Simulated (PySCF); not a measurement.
phosphorus atom (P), quartet; CCSD(T)/6-311G** (PySCF).

PySCF was given this input:
```python
from pyscf import gto, scf, cc

mol = gto.Mole()
mol.atom = '''
    P     0.00000000    0.00000000    0.00000000
'''
mol.basis = '6-311g**'
mol.spin = 3
mol.verbose = 4
mol.build()

mf = scf.UHF(mol)
mf.kernel()

mycc = cc.CCSD(mf)
mycc.kernel()
et = mycc.ccsd_t()
print('E(CCSD(T)) = %.10f' % (mycc.e_tot + et))
```

It wrote (shortened):

```
PySCF version 2.14.0

[INPUT] verbose = 4
[INPUT] num. atoms = 1
[INPUT] num. electrons = 15
[INPUT] charge = 0
[INPUT] spin (= nelec alpha-beta = 2S) = 3
[INPUT] symmetry False subgroup None
[INPUT] Mole.unit = angstrom
[INPUT] Symbol           X                Y                Z      unit          X                Y                Z       unit  Magmom
[INPUT]  1 P      0.000000000000   0.000000000000   0.000000000000 AA    0.000000000000   0.000000000000   0.000000000000 Bohr   0.0

nuclear repulsion = 0
number of shells = 12
number of NR pGTOs = 45
number of NR cGTOs = 26
basis = 6-311g**
ecp = {}

******** <class 'pyscf.scf.uhf.UHF'> ********
method = UHF
initial guess = minao
damping factor = 0
level_shift factor = 0
DIIS = <class 'pyscf.scf.diis.CDIIS'>
diis_start_cycle = 1
diis_space = 8
diis_damp = 0
SCF conv_tol = 1e-09
SCF conv_tol_grad = None
SCF max_cycles = 50
direct_scf = True
direct_scf_tol = 1e-13
number electrons alpha = 9  beta = 6
Set gradient conv threshold to 3.16228e-05
init E= -340.327669582352

cycle= 1 E= -340.686788470904  delta_E= -0.359  |g|= 0.14  |ddm|= 0.768
cycle= 2 E= -340.706092042896  delta_E= -0.0193  |g|= 0.0493  |ddm|= 0.26
cycle= 3 E= -340.707072321736  delta_E= -0.00098  |g|= 0.0129  |ddm|= 0.0658
cycle= 4 E= -340.707311997821  delta_E= -0.00024  |g|= 0.00362  |ddm|= 0.0433
cycle= 5 E= -340.707332769877  delta_E= -2.08e-05  |g|= 0.000873  |ddm|= 0.0147
cycle= 6 E= -340.707333733886  delta_E= -9.64e-07  |g|= 8.42e-05  |ddm|= 0.00384
cycle= 7 E= -340.707333740957  delta_E= -7.07e-09  |g|= 7.56e-06  |ddm|= 0.000315
cycle= 8 E= -340.707333741002  delta_E= -4.56e-11  |g|= 5.34e-07  |ddm|= 2.39e-05
Extra cycle  E= -340.707333741002  delta_E=    0  |g|= 1.12e-07  |ddm|= 6.09e-07
converged SCF energy = -340.707333741002  <S^2> = 3.7501998  2S+1 = 4.0000999

******** <class 'pyscf.cc.uccsd.UCCSD'> ********
CC2 = 0
CCSD nocc = (np.int64(9), np.int64(6)), nmo = (26, 26)
max_cycle = 50
direct = 0
conv_tol = 1e-07
conv_tol_normt = 1e-06
diis_space = 6
diis_start_cycle = 0
diis_start_energy_diff = 1e+09
Init t2, MP2 energy = -0.183559729611666
Init E_corr(UCCSD) = -0.18355972961167
cycle = 1  E_corr(UCCSD) = -0.194652526605774  dE = -0.011092797  norm(t1,t2) = 0.0383474
cycle = 2  E_corr(UCCSD) = -0.197616140177351  dE = -0.00296361357  norm(t1,t2) = 0.0104694
cycle = 3  E_corr(UCCSD) = -0.198552699313104  dE = -0.000936559136  norm(t1,t2) = 0.00325112
cycle = 4  E_corr(UCCSD) = -0.19854954519085  dE = 3.15412225e-06  norm(t1,t2) = 0.000330553
cycle = 5  E_corr(UCCSD) = -0.19854601935101  dE = 3.52583984e-06  norm(t1,t2) = 6.99274e-05
cycle = 6  E_corr(UCCSD) = -0.198547906516188  dE = -1.88716518e-06  norm(t1,t2) = 1.43709e-05
cycle = 7  E_corr(UCCSD) = -0.198547814081109  dE = 9.24350794e-08  norm(t1,t2) = 2.89771e-06
cycle = 8  E_corr(UCCSD) = -0.198547814947658  dE = -8.66549166e-10  norm(t1,t2) = 4.10135e-07
UCCSD converged
E(UCCSD) = -340.9058815559499  E_corr = -0.1985478149476577
UCCSD(T) correction = -0.00178830344004197
E(CCSD(T)) = -340.9076698594
```
